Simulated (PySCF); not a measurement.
**Configurations of GdH**

Unrestricted PBE0; Gd x2c-TZVPall, H x2c-TZVPall; spin-free X2C with a Gaussian nucleus (PySCF 2.14). The search starts from ions with several 4f fillings and holds each by maximum overlap.

The lowest solution of each spin and filling, followed along the bond (rough minima from three points):

```csv
2Ms+1,4f population,⟨S²⟩ at the start,R at minimum (Å),Te (eV)
8,7.05,15.78,1.93,0.00
10,7.02,24.76,1.99,0.01
6,7.04,10.74,1.99,0.89
```

Solutions at the starting distance of 1.840 Å, counted from the lowest; the search is not exhaustive:

```
2Ms+1  4f population  E (eV)   ⟨S²⟩  ⟨Lz²⟩  μ (D)
    8           7.05    0.00  15.78    0.0  -1.47
   10           7.02    0.08  24.76    4.0  -2.96
   10           7.02    0.32  24.76    1.0  -1.91
    8           7.03    0.79  16.76    1.2  -2.38
    8           7.02    0.79  16.75    4.0  -1.63
    6           7.04    0.95  10.74    4.0  -2.62
    6           7.05    1.18  10.73    1.0  -0.97
    6           7.39    1.54  10.39    0.0   0.37
    8           8.00    1.69  15.76    4.0  -2.63
    8           8.00    1.81  15.76    9.0  -2.49
    6           8.01    2.01   9.76    9.0  -2.09
```

Partly filled real f orbitals mix terms, so no term symbols are given. A population far from a whole number shows f orbitals mixing with d and ligand orbitals, not a clean configuration. A positive dipole means Gd(−)H(+).

Spin–orbit coupling is left out. Counting both spins, an empty level lies below a filled one in some of these solutions, because spin and occupation are held. With d or f electrons several states lie close, and the lowest PBE0 determinant need not be the measured ground state.
